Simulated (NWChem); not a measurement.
Species: H3O2 cation; SMILES O[OH2+]

Results from NWChem. Structure relaxed at the PBE-D3(BJ)/def2-SVP level.

For level B97-2/def2-SVP:

```
Quantity                     Result
---------------------------  ------
highest occupied level (eV)  -17.05
orbital gap (eV)               8.23
```

Task: Estimate the same quantities for level RPBE/def2-SVP.

Result: The highest occupied level (eV) comes out as -15.09 and the orbital gap (eV) is 4.96.
